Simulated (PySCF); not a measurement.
C₃H₈BNO, SMILES NB1[C@@H](C)CO1.

The structure is a stationary point at TPSSh-D3(BJ)/def2-SVP. The structure was generated by enumeration; whether it is a known compound was not checked. One conformer was computed; it need not be the lowest.

Two levels are set side by side: TDA-PBE/def2-SVPD (PySCF) and TDA-B3LYP/def2-SVPD (PySCF). Vertical, same geometry. The lowest singlet is HOMO→LUMO 99 % with PBE and HOMO→LUMO 97 % with the other functional; states are paired by order. Differences are taken from unrounded values.

| quantity | TDA-B3LYP |
|---|---|
| lowest singlet excitation (eV) | 6.42 |
| lowest triplet excitation (TDA) (eV) | 6.21 |

### Question
What does TDA-PBE give, and how far is it from TDA-B3LYP? (The exact figures need the calculation; the answer reports its results.)

### Answer

| quantity | TDA-PBE | TDA-PBE minus TDA-B3LYP |
|---|---|---|
| lowest singlet excitation (eV) | 5.86 | -0.56 |
| lowest triplet excitation (TDA) (eV) | 5.69 | -0.52 |

A lower first singlet is the usual sign of a functional without exact exchange. Differences between two approximate levels are no errors against the true value.

Rough cost on one machine, each run with all the roots and properties that it gave: TDA-B3LYP against TDA-PBE about 3 times.
